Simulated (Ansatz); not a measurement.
GaN2. The state is a doublet with charge 0. Geometry r2SCAN-D4/def2-TZVPD, that of the charge -1 singlet; atoms count from 1.

| atom | x (Å) | y (Å) | z (Å) |
| --- | --- | --- | --- |
| Ga1 | -0.9306 | -0.4493 | -0.9037 |
| N2 | 0.2769 | -0.1827 | 0.8484 |
| N3 | 0.6537 | 0.6320 | 0.0554 |

The structure comes from a short search, and lower isomers may exist.

(1) Estimate the Mulliken populations from the PBE0/def2-TZVPD orbitals of Ansatz.

(2) Where does the spin sit?

(3) And the Mayer bond orders between bonded heavy atoms (over 0.3)?

Results:

(1) 
```tsv
atom	charge (e)	spin (α − β)
Ga1	0.29	0.31
N2	-0.14	0.34
N3	-0.14	0.34
```
Mulliken values and Mayer orders depend strongly on the basis. With diffuse functions, as here, like atoms can get unlike values, and bond orders can come out too low or too high.

(2) Summed by element: Ga 0.31, N 0.69, of 1 unpaired in all. Largest on single atoms: N2 0.34, N3 0.34, Ga1 0.31.

(3) Ga1–N2 0.51 (2.14 Å); Ga1–N3 0.51 (2.14 Å); N2–N3 2.00 (1.20 Å).
